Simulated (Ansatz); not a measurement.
# A relaxation, step by step

CH6Sn, closed shell, PBE0-D4/def2-TZVP (Ansatz 0.2.0). Settings:

```yaml
hamiltonian: {xc: pbe0, dispersion: d4}
relax: {f_tol: 0.005, max_steps: 200}
```

Start, a step off a saddle point along its unstable mode:

| atom | x (Å) | y (Å) | z (Å) |
| --- | --- | --- | --- |
| Sn1 | -1.5649 | 0.7917 | 0.3616 |
| C2 | 0.9063 | 0.0805 | 0.0834 |
| H3 | -0.0992 | -0.5282 | 0.2909 |
| H4 | -1.2386 | -1.0160 | 0.6698 |
| H5 | -1.7056 | 0.3290 | -1.3424 |
| H6 | 1.0140 | 0.9119 | -0.6251 |
| H7 | 1.2179 | -0.8349 | -0.4175 |
| H8 | 1.4703 | 0.2660 | 0.9790 |

| step | energy less the last (meV) | largest force component (eV/Å) |
| --- | --- | --- |
| 1 | 949.8 | 1.249 |
| 2 | 541.8 | 1.205 |
| 3 | 271.9 | 1.716 |
| 4 | 60.5 | 0.622 |
| 5 | 20.8 | 0.378 |
| 6 | 4.9 | 0.161 |
| 7 | 0.5 | 0.036 |
| 8 | 0.1 | 0.006 |
| 9 | 0.0 | 0.004 |
| 10 | 0.0 | 0.002 |

Step 4, positions (Å) and forces (eV/Å):

```
atom       x       y       z      Fx      Fy      Fz
 Sn1  -1.802   0.753   0.376   0.028  -0.041   0.026
  C2   1.091   0.008   0.038  -0.168  -0.622   0.112
  H3   0.164  -0.539   0.315   0.117   0.342  -0.128
  H4  -1.811  -0.982   0.770  -0.173   0.043  -0.004
  H5  -1.824   0.388  -1.356  -0.030  -0.024  -0.011
  H6   0.951   0.870  -0.617  -0.054  -0.128   0.066
  H7   1.640  -0.782  -0.489   0.142   0.356   0.019
  H8   1.591   0.285   0.963   0.138   0.073  -0.081
```

Step 7, positions (Å) and forces (eV/Å):

```csv
atom,x,y,z,Fx,Fy,Fz
Sn1,-1.802,0.775,0.363,-0.031,0.009,0.004
C2,1.149,-0.045,0.063,0.017,0.013,-0.036
H3,0.339,-0.687,0.430,-0.001,-0.014,0.007
H4,-2.086,-0.938,0.731,0.010,0.002,0.002
H5,-1.885,0.434,-1.375,0.015,0.001,0.004
H6,0.786,0.763,-0.578,-0.002,0.001,0.006
H7,1.803,-0.675,-0.541,0.000,-0.006,0.012
H8,1.695,0.374,0.905,-0.007,-0.005,0.001
```

Step 9, positions (Å) and forces (eV/Å):

```
atom       x       y       z      Fx      Fy      Fz
 Sn1  -1.819   0.779   0.364   0.000   0.001   0.000
  C2   1.148  -0.045   0.060   0.000  -0.002  -0.004
  H3   0.337  -0.687   0.426  -0.003   0.000   0.001
  H4  -2.083  -0.935   0.739   0.001   0.000   0.000
  H5  -1.861   0.426  -1.373  -0.001   0.000   0.000
  H6   0.784   0.769  -0.573   0.001   0.000   0.000
  H7   1.799  -0.673  -0.547   0.002   0.001  -0.001
  H8   1.696   0.367   0.905   0.001   0.001   0.003
```

Last step (10):

| atom | x (Å) | y (Å) | z (Å) |
| --- | --- | --- | --- |
| Sn1 | -1.8166 | 0.7799 | 0.3651 |
| C2 | 1.1482 | -0.0454 | 0.0586 |
| H3 | 0.3351 | -0.6895 | 0.4148 |
| H4 | -2.0811 | -0.9336 | 0.7423 |
| H5 | -1.8691 | 0.4264 | -1.3709 |
| H6 | 0.7897 | 0.7671 | -0.5783 |
| H7 | 1.8077 | -0.6723 | -0.5413 |
| H8 | 1.6863 | 0.3672 | 0.9096 |

The run took about 19 s on 2 CPU threads of an Arm Neoverse V2 (shared host).
